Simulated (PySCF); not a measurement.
**First hyperpolarisability: SMILES CSC=C=CC=O, C5H6OS**

Molfile (atoms numbered from 1):
```
C5H6OS
     RDKit          3D

 13 12  0  0  0  0  0  0  0  0999 V2000
    2.0003    0.6703   -0.1900 C   0  0  0  0  0  0  0  0  0  0  0  0
    2.0236   -0.9613   -0.9779 S   0  0  0  0  0  0  0  0  0  0  0  0
    0.4164   -1.5547   -0.5626 C   0  0  0  0  0  0  0  0  0  0  0  0
   -0.4553   -0.9094    0.1431 C   0  0  0  0  0  0  0  0  0  0  0  0
   -1.3232   -0.1953    0.8149 C   0  0  0  0  0  0  0  0  0  0  0  0
   -2.2733    0.7020    0.1570 C   0  0  0  0  0  0  0  0  0  0  0  0
   -3.0685    1.3976    0.7344 O   0  0  0  0  0  0  0  0  0  0  0  0
    1.8252    0.5536    0.8755 H   0  0  0  0  0  0  0  0  0  0  0  0
    2.9751    1.1133   -0.3660 H   0  0  0  0  0  0  0  0  0  0  0  0
    1.2219    1.2803   -0.6395 H   0  0  0  0  0  0  0  0  0  0  0  0
    0.2418   -2.5444   -0.9532 H   0  0  0  0  0  0  0  0  0  0  0  0
   -1.3875   -0.2502    1.8947 H   0  0  0  0  0  0  0  0  0  0  0  0
   -2.2007    0.6988   -0.9482 H   0  0  0  0  0  0  0  0  0  0  0  0
  1  2  1  0
  2  3  1  0
  3  4  2  0
  4  5  2  0
  5  6  1  0
  6  7  2  0
  1  8  1  0
  1  9  1  0
  1 10  1  0
  3 11  1  0
  5 12  1  0
  6 13  1  0
M  END
```

Computed, not measured: quadratic response B3LYP/def2-SVPD first hyperpolarisability, Taylor convention, gas phase (PySCF). Geometry: GFN2-xTB.

Q: Give β for the processes computed.

A: In au, Taylor convention; the vector part is βᵢ = ⅓ Σⱼ (βᵢⱼⱼ + βⱼᵢⱼ + βⱼⱼᵢ); β∥ is 3/5 of the vector part along the dipole, the dipole points from − to +:
| process | λ (nm) | β vector norm | β∥ | β HRS | depolarisation ratio |
| --- | --- | --- | --- | --- | --- |
| static β(0;0,0) | ∞ | 134.0 | -5.6 | 61.6 | 3.75 |
| second harmonic β(−2ω;ω,ω) | 1907 | 140.4 | 1.2 | 65.2 | 3.70 |
| Pockels β(−ω;ω,0) | 1907 | 136.0 | -3.5 | – | – |
| second harmonic β(−2ω;ω,ω) | 1340 | 148.9 | 9.6 | 69.7 | 3.68 |
| Pockels β(−ω;ω,0) | 1340 | 138.2 | -1.1 | – | – |

Q: Which lowest excitations, dipole and polarisabilities go with it?

A: S1 3.16 eV (f = 0.000); S2 3.82 eV (f = 0.000); S3 5.31 eV (f = 0.000); dipole 2.99 D; isotropic α 92.3 au static, 92.7 au at 1907 nm, 93.2 au at 1340 nm, 94.1 au at 953.5 nm, 96.0 au at 670 nm.
